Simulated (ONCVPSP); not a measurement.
# An odd input for ONCVPSP 4.0.1 (Tb)

Command:

```bash
oncvpspr.x < Tb.dat > Tb.out
```

Input:

```
# ATOM AND REFERENCE CONFIGURATION
# atsym  z   nc   nv     iexc    psfile
  Tb 65.00   10    5  -102130      upf
#
#   n    l    f
    1    0    2.00
    2    0    2.00
    2    1    6.00
    3    0    2.00
    3    1    6.00
    3    2   10.00
    4    0    2.00
    4    1    6.00
    4    2   10.00
    4    3    8.00
    5    0    2.00
    5    1    6.00
    5    2    1.00
    6    0    1.00
    6    1    1.00
#
# PSEUDOPOTENTIAL AND OPTIMIZATION
# lmax
    2
#
#   l,   rc,      ep,       ncon, nbas, qcut
    0    2.50    0.00    4    7    6.10
    1    2.45    0.00    5    9    5.00
    2    3.50    0.00    4    9    4.10
#
# LOCAL POTENTIAL
# lloc, lpopt,  rc(5),   dvloc0
    4    5    2.35   -1.00
#
# VANDERBILT-KLEINMAN-BYLANDER PROJECTORs
# l, nproj, debl
    0    2    2.20
    1    2    2.70
    2    3    1.70
#
# MODEL CORE CHARGE
# icmod, fcfact, rcfact
    0    0.00    0.00
#
# LOG DERIVATIVE ANALYSIS
# epsh1, epsh2, depsh
    5.00   -3.00    0.02
#
# OUTPUT GRID
# rlmax, drl
    6.00    0.01
#
# TEST CONFIGURATIONS
# ncnf
    4
# nvcnf
#   n    l    f
    5
    5    0    2.00
    5    1    6.00
    5    2    1.00
    6    0    2.00
    6    1    0.00
#
    5
    5    0    2.00
    5    1    6.00
    5    2    1.00
    6    0    1.00
    6    1    0.00
#
    5
    5    0    2.00
    5    1    6.00
    5    2    1.00
    6    0    0.00
    6    1    0.00
#
    5
    5    0    2.00
    5    1    6.00
    5    2    2.00
    6    0    0.00
    6    1    0.00
#
```

This is an input that runs to its end, with one change: epsh1 and epsh2 swapped.

Task: How does the run end?

Result: The program refuses the input: "test_data: must have epsh2 > epsh1".

```
ONCVPSP  (Optimized Norm-Conservinng Vanderbilt PSeudopotential)
relativistic version 4.0.1

test_data: must have epsh2 > epsh1
ERROR: test_data found   1 ERROR; stopping
```
